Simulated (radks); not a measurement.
The numbers below are computed, except where a source is named.
Task: Yb, 70 electrons, occupied as [Xe] 4f14 6s2. Code: a radial shooting solver on a logarithmic mesh with Libxc functionals. Model: scalar-relativistic Kohn-Sham, LB94 model potential, spin-polarised, spherical densities, finite nucleus; Fermi nuclear charge, rms radius 5.3108 fm. Some entries of the table are withheld. Estimate them.

orbital  occ.  eigenvalue (hartree)  <r> (bohr)
1s          2             -2258.211     0.01964
2s          2                   (1)     0.08320
2p          6             -338.0877     0.07399
3s          2             -86.74298         (2)
3p          6             -73.09720      0.2158
3d         10             -56.42932         (3)
4s          2             -17.10185      0.4887
4p          6             -12.64627      0.5192
4d         10              -6.76890      0.5609
5s          2              -2.22783       1.203
5p          6              -1.20633       1.441
4f         14              -0.34618      0.7693
6s          2              -0.26033       3.630
5d          0              -0.16739       2.802
6p          0              -0.13483       5.317
7s          0              -0.07804       9.191
5f          0              -0.02685       18.48

Result: 
(1) 2s eigenvalue (hartree): -383.2874
(2) 3s <r> (bohr): 0.2164
(3) 3d <r> (bohr): 0.1956
